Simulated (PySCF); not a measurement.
H5BrN2Si, singlet, at a GFN2-xTB geometry, atoms displaced at random by about 0.08 Å a coordinate; DF-B3LYP/STO-3G, gradient run with PySCF.

Input for PySCF:
```python
from pyscf import gto, scf, dft

mol = gto.Mole()
mol.atom = '''
    Si   -0.48495855   -0.43692020    0.64429918
    N    -1.45985945   -1.42056707   -0.23888192
    N     0.50592252   -1.61429485    1.33949399
    Br    0.24817326    1.19650234   -0.70716885
    H    -0.98758260    0.20457473    1.96456019
    H    -2.01951464   -0.90343295   -0.94501326
    H    -1.88682857   -2.02722165    0.04737689
    H     1.09478755   -2.44456987    0.60971835
    H     1.35350070   -1.37438075    1.96081197
'''
mol.basis = 'sto-3g'
mol.verbose = 3
mol.build()

mf = dft.RKS(mol)
mf.xc = 'b3lyp'
mf = mf.density_fit(auxbasis='def2-universal-jkfit')
mf.kernel()
g = mf.nuc_grad_method()
grad = g.kernel()
```

Question: What does PySCF print? Leave out banner, timings and long lists.

Answer: 
```
converged SCF energy = -2943.10770834676
--------------- DFRKS gradients ---------------
         x                y                z
0 Si    -0.0143591199    -0.0480423560    -0.0603224657
1 N    -0.2055882457    -0.3793800039     0.2254091737
2 N    -0.1153026991     0.1017603680     0.0254777428
3 Br     0.0012235037     0.0017086316    -0.0004076589
4 H    -0.0067358609     0.0075159505     0.0360436478
5 H    -0.0031468257     0.0107616861     0.0025584544
6 H     0.2586756910     0.3858383759    -0.1842965801
7 H     0.0595297288    -0.0726886849    -0.0511483201
8 H     0.0256382273    -0.0074254808     0.0067792911
----------------------------------------------
```
